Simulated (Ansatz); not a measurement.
CHFI (`F[CH]I`) radical. The species carries charge 0 and has multiplicity 2. I: def2 effective core potential.

```xyz
4

F    -0.1139   -1.3609    0.0681
C    -0.2301   -0.0686   -0.1967
I     1.4935    1.0525   -0.0441
H    -1.1495    0.3770    0.1727
```

(1) List the harmonic frequencies (cm⁻¹, unscaled) at PBE0-D4/def2-TZVP in Ansatz. (Best estimate.)

(2) Is this a minimum?

(3) Give the ideal-gas thermochemistry at 298.15 K and 1 bar (rigid rotor, harmonic oscillator; point group C1, symmetry number 1).

(4) And at 400, 500, 600, 800 and 1000 K?

(5) Rotational constants (cm⁻¹)?

## Answers

(1) The calculation gave: 294, 572, 697, 1200, 1278, 3173.

(2) Yes, all 6 modes are real.

(3) Zero-point energy 43.2 kJ/mol; H(298) − E = 55.0 kJ/mol; entropy 288.2 J/(mol·K), of which translation 172.1, rotation 100.6, vibration 9.7, electronic 5.8; G(298) − E = -30.9 kJ/mol.

(4) 
```csv
T (K),H − E (kJ/mol),S (J/mol/K),G − E (kJ/mol)
400,60.4,303.7,-61.1
500,66.2,316.7,-92.1
600,72.4,327.9,-124.3
800,85.6,346.9,-191.9
1000,99.7,362.6,-262.9
```

(5) 1.817, 0.09996, 0.09505.
